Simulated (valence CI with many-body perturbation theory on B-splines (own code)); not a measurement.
**Forbidden lines of Nb XXXVII**

Computed by relativistic CI+MBPT: three valence electrons over a frozen Dirac-Fock core [He], radial functions for each j: 11 s, 11 p, 9 d, 7 f, 5 g, 2 h, 1 i, with the one-electron correlation potential Σ1 (screened to all orders), the two-electron term Σ2, the three-electron term Σ3, Breit, model QED; selected single and double excitations, second order for the rest (own B-spline code, finite nucleus).

The last digits are not significant, and no measured levels were compared; by estimate large intervals hold to a few tenths of a per cent, small ones and those within an open d or f shell to about a per cent.

Lines 1 to 23 of 23 in falling wavelength, among levels below 237.74 Ry, chosen from the decays that carry over 1 % of a level's rate. Wavelengths and rates use the calculated energies. Electric multipoles are in the length gauge, E1 and E2 with the static RPA response of the core. S is in atomic units (e²a₀⁴ for E2 and M2, e²a₀⁶ for E3), for M1 in squared Bohr magnetons. Weak lines are less certain than strong ones. Lines between different terms over intervals too small for the method are left out, as are lines whose strength nearly cancels. The highest levels of a list are the least certain.

Levels are named by their leading jj configuration (3d3/2^4 stands for four electrons in 3d with j = 3/2), which in mixed levels can hold well under half, so a name can repeat and another be missing. Letters in brackets count levels of one name in rising energy.

| λ vac (nm) | Upper | Lower | Type | A (s⁻¹) | S (a.u.) |
| --- | --- | --- | --- | --- | --- |
| 15.95 | (2s 2p1/2 2p3/2) J=3/2 [a] | (2s 2p1/2^2) J=1/2 | M1 | 4.05e+06 | 2.43e+00 |
| 11.52 | (2s^2 2p3/2) J=3/2 | (2s^2 2p1/2) J=1/2 | M1 | 5.82e+06 | 1.32e+00 |
| 0.4609 | (2s 2p3/2 3p3/2) J=7/2 | (2s 2p3/2^2) J=3/2 | E2 | 9.50e+08 | 1.41e-05 |
| 0.4529 | (2s^2 3p1/2) J=1/2 | (2s^2 2p3/2) J=3/2 | E2 | 7.72e+10 | 2.63e-04 |
| 0.4518 | (2s 2p3/2 3p3/2) J=7/2 | (2s 2p3/2^2) J=5/2 | E2 | 1.80e+10 | 2.43e-04 |
| 0.4492 | (2s 2p1/2 3p3/2) J=5/2 | (2s 2p1/2 2p3/2) J=5/2 | E2 | 2.22e+10 | 2.18e-04 |
| 0.4481 | (2s^2 3p3/2) J=3/2 | (2s^2 2p3/2) J=3/2 | E2 | 3.46e+10 | 2.23e-04 |
| 0.4458 | (2s 2p3/2 3d5/2) J=9/2 | (2s 2p3/2^2) J=5/2 | M2 | 6.78e+08 | 1.07e-05 |
| 0.4458 | (2s 2p3/2 3d5/2) J=9/2 | (2s 2p3/2^2) J=5/2 | E3 | 2.36e+07 | 2.63e-05 |
| 0.4352 | (2s 2p3/2 3p3/2) J=7/2 | (2s 2p1/2 2p3/2) J=5/2 | E2 | 2.81e+10 | 3.13e-04 |
| 0.4341 | (2p1/2 2p3/2 3d3/2) J=7/2 | (2s 2p3/2^2) J=3/2 | E2 | 5.94e+09 | 6.54e-05 |
| 0.4335 | (2s 2p1/2 3p3/2) J=5/2 | (2s 2p1/2^2) J=1/2 | E2 | 4.23e+10 | 3.47e-04 |
| 0.4319 | (2s 2p3/2 3p3/2) J=7/2 | (2s 2p1/2 2p3/2) J=3/2 [a] | E2 | 3.15e+10 | 3.38e-04 |
| 0.4313 | (2s^2 3p3/2) J=3/2 | (2s^2 2p1/2) J=1/2 | E2 | 3.77e+10 | 2.01e-04 |
| 0.4297 | (2s 2p3/2 3d5/2) J=9/2 | (2s 2p1/2 2p3/2) J=5/2 | M2 | 5.38e+07 | 7.03e-07 |
| 0.4297 | (2s 2p3/2 3d5/2) J=9/2 | (2s 2p1/2 2p3/2) J=5/2 | E3 | 3.77e+07 | 3.24e-05 |
| 0.4264 | (2s 2p3/2 3d5/2) J=9/2 | (2s 2p1/2 2p3/2) J=3/2 [a] | E3 | 5.21e+07 | 4.25e-05 |
| 0.4260 | (2p1/2 2p3/2 3d3/2) J=7/2 | (2s 2p3/2^2) J=5/2 | E2 | 4.86e+09 | 4.88e-05 |
| 0.4165 | (2p1/2 2p3/2 3d3/2) J=7/2 | (2s 2p1/2 2p3/2) J=3/2 [b] | E2 | 4.85e+10 | 4.34e-04 |
| 0.4113 | (2p1/2 2p3/2 3d3/2) J=7/2 | (2s 2p1/2 2p3/2) J=5/2 | E2 | 1.26e+11 | 1.06e-03 |
| 0.4101 | (2p1/2 2p3/2 3d5/2) J=9/2 | (2s 2p1/2 2p3/2) J=5/2 | E2 | 2.01e+11 | 2.08e-03 |
| 0.4088 | (2p1/2 2p3/2 3d5/2) J=7/2 | (2s 2p1/2 2p3/2) J=3/2 [a] | E2 | 1.91e+11 | 1.56e-03 |
| 0.4082 | (2p1/2 2p3/2 3d3/2) J=7/2 | (2s 2p1/2 2p3/2) J=3/2 [a] | E2 | 8.50e+09 | 6.89e-05 |
